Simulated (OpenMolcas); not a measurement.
Systems:
- [Ni(H2O)6]2+, a model complex in vacuum: octahedral, Ni–H2O 2.06 Å; shape imposed, not necessarily the one it adopts

Coordinates (Å) for ANO-RCC-VDZP:

```xyz
19

Ni     0.0000     0.0000     0.0000
O      2.0640     0.0000     0.0000
H      2.6478     0.7747     0.0000
H      2.6478    -0.7747     0.0000
O     -2.0640     0.0000     0.0000
H     -2.6478     0.7747     0.0000
H     -2.6478    -0.7747     0.0000
O      0.0000     2.0640     0.0000
H      0.0000     2.6478     0.7747
H      0.0000     2.6478    -0.7747
O      0.0000    -2.0640     0.0000
H      0.0000    -2.6478     0.7747
H      0.0000    -2.6478    -0.7747
O      0.0000     0.0000     2.0640
H      0.7747     0.0000     2.6478
H     -0.7747     0.0000     2.6478
O      0.0000     0.0000    -2.0640
H      0.7747     0.0000    -2.6478
H     -0.7747     0.0000    -2.6478
```

Method: state-averaged CASSCF on the open d shell with SC-NEVPT2, ANO basis sets as named, scalar-relativistic DKH2, RICD, in OpenMolcas. State energies are spin-free and vertical. Orbital splittings and repulsion parameters are fits to the integrals of the highest spin's CASSCF orbitals. J levels and χT include spin-orbit coupling (RASSI on CASSCF energies). Times are rough, from shared cores.

```
case                     ground state  first state of the same spin (cm⁻¹)  first state of another spin (cm⁻¹)  d-orbital splitting (cm⁻¹)  Racah B (cm⁻¹)  χT at 300 K (cm³ K/mol)  basis functions  relative time
------------  -----------------------  -----------------------------------  ----------------------------------  --------------------------  --------------  -----------------------  ---------------  -------------
ANO-RCC-VDZP  triplet (³A₂ parentage)         triplet (³T₂ parentage) 8190        singlet (¹E parentage) 15390                        6360            1274                     1.48              178              9
ANO-RCC-MB    triplet (³A₂ parentage)         triplet (³T₂ parentage) 7750        singlet (¹E parentage) 15300                           ?            1206                     1.40               60              1
ANO-RCC-VDZ   triplet (³A₂ parentage)         triplet (³T₂ parentage) 8170        singlet (¹E parentage) 15480                        6360            1278                     1.48              105              2
ANO-RCC-VTZP  triplet (³A₂ parentage)         triplet (³T₂ parentage) 8090        singlet (¹E parentage) 14940                        6340            1288                     1.47              407            100
```

Problem. Fill in the missing entries.

Solution. 
- ANO-RCC-MB, d-orbital splitting (cm⁻¹): 7410

The minimal active space holds the metal's open shell only. Bond lengths were set by rule and not optimised; energies are vertical at this geometry. Gaps under about 300 cm⁻¹ between spin-free states are not resolved by the perturbation step.
